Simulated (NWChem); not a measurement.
Molecule: SiH2OBrCl; SMILES O[SiH](Cl)Br

```xyz
6

Si    -0.5151     0.5759     0.4300
O     -1.9384     0.8639    -0.3356
Cl     0.9130     1.9485    -0.1287
Br     0.2621    -1.4406    -0.0648
H     -0.7681     0.6720     1.8786
H     -1.9598     0.8386    -1.2980
```
Atoms are numbered in this order, from 1.

Results from NWChem. Pople sets run with spherical d functions. STO-3G and 3-21G are far too small for this property and stand as cheap habits. The geometry was optimised at PBE0/def2-SVP. B3LYP is NWChem's, with the RPA form of VWN correlation. GIAO values for the isolated, static molecule; σ is the absolute isotropic shielding, δ = σ(reference) − σ with the isolated reference molecule computed at the same levels (1H: tetramethylsilane, 17O: water, 29Si: tetramethylsilane). Spin-orbit effects, on the heavy nuclei and on their neighbours, are missing.

```json
[
 {"level": "Hartree-Fock/STO-3G", "δ Si1 (ppm)": "11.1", "δ O2 (ppm)": "-63.0", "σ Cl3 (ppm)": "1197.5", "σ Br4 (ppm)": "3141.6", "δ H5 (ppm)": "3.65", "δ H6 (ppm)": "-1.51", "relative time": "1"},
 {"level": "PBE/pcSseg-1", "δ Si1 (ppm)": "1.0", "δ O2 (ppm)": "108.9", "σ Cl3 (ppm)": "772.2", "σ Br4 (ppm)": "2307.8", "δ H5 (ppm)": "5.95", "δ H6 (ppm)": "2.70", "relative time": "5"},
 {"level": "B3LYP/6-31G*", "δ Si1 (ppm)": "19.4", "δ O2 (ppm)": "78.9", "σ Cl3 (ppm)": "826.1", "σ Br4 (ppm)": "2449.8", "δ H5 (ppm)": "5.75", "δ H6 (ppm)": "2.30", "relative time": "7"}
]
```

The last column is a rough cost ratio, cheapest run = 1.
